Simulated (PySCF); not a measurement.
Ge(H)3(SMe) (CH6GeS), SMILES [S]([GeH3])C. The structure is a stationary point at TPSSh-D3(BJ)/def2-SVP.

All values below come from TPSSh-D3(BJ)/def2-SVP (PySCF 2.14.0).

Harmonic wavenumbers (cm⁻¹): 100, 138, 160, 402, 564, 565, 702, 834, 866, 894, 962, 978, 1342, 1469, 1476, 2138, 2140, 2182, 3042, 3144, 3156. Rotational constants (GHz): 13.20, 2.721, 2.357; symmetry number 1.

### Question
Work out the zero-point energy and the ideal-gas rigid-rotor harmonic-oscillator thermochemistry at 298.15 K and 1 atm.

### Answer
ZPE = ½ Σ hcν = ½ × 27254 cm⁻¹ = 163.01 kJ/mol. H − E(el) = 181.06 kJ/mol. Entropy in J/(mol K): translation 168.74, rotation 107.71, vibration 49.66, total 326.11. G − E(el) = 83.83 kJ/mol. Cp = 87.87 J/(mol K). Modes under 150 cm⁻¹ make the vibrational entropy uncertain.
